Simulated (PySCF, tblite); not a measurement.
Isomers of C5H7F2O (doublet state), one GFN2-xTB conformer each. Single-point energies are computed at B3LYP/pcH-1 (PySCF, gas phase, no added dispersion term), electronic only. GFN2-xTB treats the open shell by occupation alone, and not every SCF solution was tested for stability.

**Question.** Rank them by B3LYP/pcH-1 energy, lowest first (kcal/mol).
A. `[F:1][CH:2]([F:3])[C:4]1[CH2:5][CH2:6][CH2:7][O:8]1` (doublet state) with F1–C2–C4–C5 -58°, C2–C4–C5–C6 173°, C4–C5–C6–C7 26°, C5–C6–C7–O8 -29°, C6–C7–O8–C4 21°
B. `[F:1][CH:2]([F:3])[C@@H:4]1[CH:5][CH2:6][CH2:7][O:8]1` (doublet state) with F1–C2–C4–C5 40°, C2–C4–C5–C6 -111°, C4–C5–C6–C7 -18°, C5–C6–C7–O8 23°, C6–C7–O8–C4 -20°
C. `[CH3:1][C:2](=[O:3])[C:4]([F:5])[CH2:6][CH2:7][F:8]` (doublet state) with C1–C2–C4–F5 -1°, C2–C4–C6–C7 -60°, C4–C6–C7–F8 -67°
D. `[CH3:1][C:2]([OH:3])/[C:4]([F:5])=[CH:6]/[CH2:7][F:8]` (doublet state) with C1–C2–O3–H 180°, C1–C2–C4–F5 180°, C4–C6–C7–F8 -148°

**Answer.** C (0.0), D (8.0), A (8.9), B (17.0).

As drawn, the highest has two fluorines on one carbon, which the lowest lacks. Neighbours under 5.0 kcal/mol apart (C[C](O)/C(F)=C/CF and FC(F)[C]1CCCO1) can change places with a better method, another conformer or zero-point energy. GFN2-xTB itself gives, in the same order: 6.8, 7.7, 0.0, 12.1. GFN2-xTB puts FC(F)[C]1CCCO1 lowest instead; measured from each level's own lowest isomer, the values differ by up to 8.9 kcal/mol (FC(F)[C]1CCCO1: 0.0 against 8.9).

**Question.** What happens when harmonic zero-point energies from GFN2-xTB frequencies are added?

**Answer.** 
```csv
SMILES,ZPE (kcal/mol),electronic (kcal/mol),with ZPE (kcal/mol)
CC(=O)[C](F)CCF,69.1,0.0,0.0
C[C](O)/C(F)=C/CF,68.4,8.0,7.3
FC(F)[C]1CCCO1,70.5,8.9,10.2
FC(F)[C@@H]1[CH]CCO1,69.4,17.0,17.3
```

The zero-point energies span 2.1 kcal/mol. The order is unchanged.
